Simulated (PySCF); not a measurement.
Compound: C8H10Si.
Atom-mapped SMILES: `[SiH3:1][CH2:2][c:3]1[cH:4][cH:5][c:6]2[c:7]([cH:8]1)[CH2:9]2` (hydrogens: H10, H11, H12 on Si1; H13, H14 on C2; H15 on C4; H16 on C5; H17 on C8; H18, H19 on C9)

Structure used (PBE0-D3(BJ)/def2-SVP), in Å, numbered top down from 1:
```xyz
19
C8H10Si angstrom
Si    -2.7705   -0.3749   -0.8416
C     -2.0541   -0.0021    0.8733
C     -0.5907    0.3325    0.7996
C     -0.1855    1.6676    0.6088
C      1.1628    2.0562    0.4921
C      2.0493    1.0052    0.5753
C      1.6734   -0.2808    0.7532
C      0.3710   -0.7055    0.8754
C      3.1379   -0.0126    0.6513
H     -4.2239   -0.7188   -0.7402
H     -2.0435   -1.5290   -1.4527
H     -2.6170    0.8183   -1.7281
H     -2.6307    0.8272    1.3135
H     -2.2252   -0.8843    1.5113
H     -0.9620    2.4364    0.5534
H      1.4372    3.1049    0.3513
H      0.0607   -1.7442    1.0228
H      3.6789   -0.2993   -0.2634
H      3.7653   -0.0725    1.5539
```

Computed with PySCF at PBE0/pcSseg-1 and wB97X-D/def2-SVPD, non-relativistic, on one gas-phase PBE0-D3(BJ)/def2-SVP geometry that isn't relaxed in the solvent. The solvent is an IEF-PCM continuum (Bondi radii, 1.10 Å for H, scaled by 1.2). Specific hydrogen bonds and non-electrostatic terms are outside this model.

Gas phase at PBE0/pcSseg-1: HOMO -6.60 eV, LUMO -0.49 eV, dipole 0.50 D.

What does the continuum do to the energy, the frontier levels and the dipole at PBE0/pcSseg-1 in acetone?

| solvent | ε | E(solvent) − E(gas) (kJ/mol) | polarisation term (kJ/mol) | distortion of the solute (kJ/mol) | HOMO (eV) | LUMO (eV) | dipole (D) |
| --- | --- | --- | --- | --- | --- | --- | --- |
| acetone | 20.49 | -12.02 | -13.64 | 1.62 | -6.60 | -0.50 | 0.75 |

Polarisation term: ½ Σ q·V over the induced surface charges. Distortion: the rise of the solute's own energy as its density leaves the gas-phase optimum.

Which Mulliken charges (PBE0/pcSseg-1) respond most in acetone (means over atoms taken as equivalent)?

| atoms | environment | gas (e) | solvent (e) | change |
| --- | --- | --- | --- | --- |
| C3 | substituted aromatic carbon | -0.289 | -0.320 | -0.031 |
| C6 | substituted aromatic carbon | -0.100 | -0.120 | -0.020 |
| C7 | substituted aromatic carbon | -0.087 | -0.105 | -0.018 |
| H15 | aromatic hydrogen | +0.078 | +0.095 | +0.017 |
| H17 | aromatic hydrogen | +0.079 | +0.094 | +0.015 |
| H13/H14 | methylene hydrogen | +0.157 | +0.171 | +0.014 |
| H16 | aromatic hydrogen | +0.098 | +0.112 | +0.014 |
| H18/H19 | methylene hydrogen | +0.152 | +0.164 | +0.012 |

Gas phase at wB97X-D/def2-SVPD: HOMO -8.28 eV, LUMO 1.19 eV, dipole 0.54 D.

What does the continuum do to the energy, the frontier levels and the dipole at wB97X-D/def2-SVPD in acetone?

```
solvent      ε  E(solvent) − E(gas) (kJ/mol)  polarisation term (kJ/mol)  distortion of the solute (kJ/mol)  HOMO (eV)  LUMO (eV)  dipole (D)
acetone  20.49                        -11.21                      -12.95                               1.74      -8.28       1.19        0.79
```

How does the static polarisability (wB97X-D/def2-SVPD, frozen core, with the continuum's full static response) change?

| medium | isotropic (au) | principal values (au) | ⟨r²⟩ of the electrons (bohr²) |
| --- | --- | --- | --- |
| gas | 118.9 | 85.5, 114.2, 157.1 | 1660.6 |
| acetone | 164.6 | 118.9, 167.0, 207.9 | 1659.3 |

The isotropic value in acetone is 1.38 times the gas-phase one; no cavity-field correction is applied. ⟨r²⟩ is taken about the centre of nuclear charge.

wB97X-D is run here without its empirical dispersion term; that term would change no orbital, density or response property at a fixed geometry.
